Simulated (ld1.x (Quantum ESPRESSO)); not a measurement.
## Logarithmic derivatives: Al, ultrasoft

aluminium, ultrasoft, made with ld1.x (Quantum ESPRESSO) 7.5 (PBE, scalar-relativistic). Core [Ne], reference 3s2 3p1. Waves: 3s (bound): rcut 1.40, rcutus 1.75 bohr; 3s channel at 0.1 Ry: rcut 1.40, rcutus 1.75 bohr; 3p (bound): rcut 2.70, rcutus 3.10 bohr; 3p channel at 2.55 Ry: rcut 2.70, rcutus 3.10 bohr; 3d channel at 0.05 Ry: rcut 2.50, rcutus 3.05 bohr; 3d channel at 2.3 Ry: rcut 2.50, rcutus 3.05 bohr. Local part: all-electron potential smoothed inside 2.15 bohr (lloc = -2). Core correction: none. Augmentation charge: built from norm-conserving waves at rcut, not smoothed further.

The phase is arctan(r·u′/u) with u = r·R(r), unwrapped; energies in Ry, scanned from -3 to 5 Ry. A pole is an energy at which the radial function vanishes at the test radius. The pseudo phase is shifted by a multiple of π to meet the all-electron one at the reference energy, and phase errors are pseudo minus all-electron; the curves can meet again beyond the range given. Levels narrower than the energy grid can be missing from the lists of poles.

Question: For each channel, where are the poles, and over which energies does the pseudopotential scatter like the atom?

Answer:

```tsv
channel	radius (bohr)	reference energy (Ry)	poles, all-electron	poles, pseudo	unbroken range about the reference energy with phases within 0.05 rad	phase error 1 Ry above the reference energy (rad)
s	3.33	-0.57	-0.12, 3.89	-0.12, 2.47, 4.07	below 2.2	-0.000
p	3.33	-0.20	0.52, 4.44	0.66, 3.81	below 0.7	+0.055
d	3.33	0.05	1.34, 4.73	1.15, 2.04	below 1.1	-0.018
```

A Bessel basis up to 400 Ry misses an occupied level by 0.21 Ry, so cutoffs and ghosts were not judged.

Phases in the p channel:

```tsv
E (Ry)	all-electron	pseudo
-3.00	1.385	1.389
-2.52	1.365	1.370
-2.04	1.336	1.343
-1.56	1.290	1.299
-1.08	1.198	1.212
-0.60	0.905	0.925
-0.12	-0.860	-0.857
0.36	-1.502	-1.472
0.84	-1.667	-1.609
1.32	-1.804	-1.683
1.80	-2.079	-1.748
2.28	-3.372	-1.829
2.76	-4.344	-1.976
3.24	-4.550	-2.549
3.72	-4.637	-4.569
4.20	-4.690	-5.285
4.68	-4.732	-6.852
```
